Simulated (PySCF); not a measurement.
trichloro(chlorosilyl)silane (Cl4H2Si2), SMILES Cl[SiH2][Si](Cl)(Cl)Cl. Atoms are numbered in the order given.

```xyz
8

Si     1.2132     1.3540     0.0000
Cl    -0.1834     2.8758     0.0000
Si     0.0066    -0.6177     0.0000
Cl    -1.1782    -0.7189     1.6647
Cl    -1.1782    -0.7189    -1.6647
Cl     1.2938    -2.2142     0.0000
H      2.0525     1.4443     1.2218
H      2.0525     1.4443    -1.2218
```

Coordinates come from a ωB97X-D3(BJ)/def2-SVP optimisation. Other conformers were not sampled.

Calculation: TDA-B3LYP/def2-SVPD in PySCF.

Vertical excitations.  State labels are in the subgroup Cs.

Computed lowest excited states:
```json
[
 {"state": "S1", "symmetry": "A'", "energy (eV)": "6.07", "λ (nm)": "204", "f": "0.025", "main pairs": "HOMO→LUMO 96 %"},
 {"state": "S2", "symmetry": "A\"", "energy (eV)": "6.64", "λ (nm)": "187", "f": "0.003", "main pairs": "HOMO−1→LUMO 47 %, HOMO→LUMO+2 38 %, HOMO−2→LUMO 13 %"},
 {"state": "S3", "symmetry": "A'", "energy (eV)": "6.68", "λ (nm)": "185", "f": "0.141", "main pairs": "HOMO→LUMO+1 95 %"},
 {"state": "S4", "symmetry": "A\"", "energy (eV)": "6.73", "λ (nm)": "184", "f": "0.027", "main pairs": "HOMO→LUMO+2 49 %, HOMO−2→LUMO 37 %, HOMO−1→LUMO 11 %"},
 {"state": "S5", "symmetry": "A\"", "energy (eV)": "6.92", "λ (nm)": "179", "f": "0.026", "main pairs": "HOMO−2→LUMO 48 %, HOMO−1→LUMO 40 %, HOMO→LUMO+2 8 %"},
 {"state": "S6", "symmetry": "A\"", "energy (eV)": "7.19", "λ (nm)": "172", "f": "0.000", "main pairs": "HOMO−4→LUMO 63 %, HOMO−1→LUMO+1 23 %, HOMO−2→LUMO+1 12 %"},
 {"state": "S7", "symmetry": "A\"", "energy (eV)": "7.20", "λ (nm)": "172", "f": "0.000", "main pairs": "HOMO−1→LUMO+1 37 %, HOMO−4→LUMO 35 %, HOMO−2→LUMO+1 25 %"},
 {"state": "S8", "symmetry": "A'", "energy (eV)": "7.21", "λ (nm)": "172", "f": "0.040", "main pairs": "HOMO−3→LUMO 80 %"},
 {"state": "S9", "symmetry": "A'", "energy (eV)": "7.31", "λ (nm)": "170", "f": "0.017", "main pairs": "HOMO−1→LUMO+2 56 %, HOMO−2→LUMO+2 20 %, HOMO−3→LUMO 11 %"},
 {"state": "S10", "symmetry": "A'", "energy (eV)": "7.40", "λ (nm)": "167", "f": "0.003", "main pairs": "HOMO−5→LUMO 49 %, HOMO−2→LUMO+2 24 %, HOMO−3→LUMO+1 16 %"},
 {"state": "T1", "symmetry": "A'", "energy (eV)": "5.46", "λ (nm)": "227", "f": "0", "main pairs": "HOMO→LUMO 97 %"},
 {"state": "T2", "symmetry": "A\"", "energy (eV)": "5.91", "λ (nm)": "210", "f": "0", "main pairs": "HOMO→LUMO+2 96 %"},
 {"state": "T3", "symmetry": "A'", "energy (eV)": "6.15", "λ (nm)": "202", "f": "0", "main pairs": "HOMO→LUMO+1 93 %"},
 {"state": "T4", "symmetry": "A\"", "energy (eV)": "6.37", "λ (nm)": "195", "f": "0", "main pairs": "HOMO−1→LUMO 55 %, HOMO−2→LUMO 40 %"}
]
```
Triplets are in the Tamm–Dancoff approximation.
